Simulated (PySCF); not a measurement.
## Static response to an electric field

Compound: Si6H12.
Structure used (GFN2-xTB), in Å, numbered top down from 1:
```
atom  x, y, z in Å
Si1   -1.3287    1.3704   -1.2069
Si2    0.7710    2.0684   -0.4887
Si3    2.2342    0.2931   -0.1434
Si4    1.3282   -1.3696    1.2081
Si5   -0.7715   -2.0663    0.4882
Si6   -2.2366   -0.2928    0.1426
H7    -1.1908    0.8322   -2.5710
H8    -2.2522    2.4987   -1.3888
H9     1.3434    3.0917   -1.3743
H10    0.6072    2.7875    0.7861
H11    2.5531   -0.3025   -1.4524
H12    3.5443    0.7472    0.3430
H13    2.2527   -2.4977    1.3852
H14    1.1939   -0.8334    2.5732
H15   -1.3456   -3.0901    1.3721
H16   -0.6067   -2.7830   -0.7880
H17   -2.5600    0.2994    1.4518
H18   -3.5448   -0.7470   -0.3485
```

Level: wB97X-D/def2-SVPD (PySCF), static field, nuclei fixed, core orbitals frozen in the response. The polarisability tensor in these axes (au):

```
x   192.01   3.46   7.19
y     3.46 183.15 -21.44
z     7.19 -21.44 147.38
```

Task: Give the principal values, the mean and the anisotropy Δα = √{½[(α1 − α2)² + (α2 − α3)² + (α1 − α3)²]}.

Result: Principal values 136.21, 193.09 and 193.25 au; mean 174.18 au = 25.81 Å³ = 28.72 × 10⁻⁴⁰ C²·m²/J; Δα = 56.96 au (33 % of the mean).

Task: What is the dipole moment?

Result: 0.01 D; point group D3d allows none, and the residue is numerical.

Task: Sum over states: ᾱ = Σ f/ω², ω in Eh. What share falls to these 8 lowest TDDFT singlets (eV, f)? 6.22, 0.0000; 6.53, 0.0583; 6.54, 0.0601; 6.62, 0.0015; 6.71, 0.0000; 6.72, 0.0000; 6.97, 0.0000; 7.09, 0.0000.

Result: They add up to 2.08 au, 1.2 % of the 174.18 au; the largest single term is 1.04 au, from the state at 6.54 eV. Terms in order: 0.00, 1.01, 1.04, 0.03, 0.00, 0.00, 0.00, 0.00 au. Higher excitations give the rest. The strengths listed sum to 0.120.

Task: Rayleigh depolarisation ratio (linearly polarised light, static tensor)?

Result: ρ = 3Δα²/(45ᾱ² + 4Δα²) = 9734.2/(1365276 + 12979.0) = 0.00706.

Task: What would n − 1 = 2πNα be for an ideal gas of these molecules at 273.15 K and 1 atm, electronic part alone?

Result: N = p/kT = 2.6868 × 10¹⁹ cm⁻³, so n − 1 = 2π × N × 25.81 × 10⁻²⁴ cm³ = 4357 × 10⁻⁶ at long wavelengths, for an ideal gas.

Isolated species at its GFN2-xTB geometry (one conformer only).

Note: wB97X-D ran without an empirical dispersion term, which enters the total energy and its gradient alone.
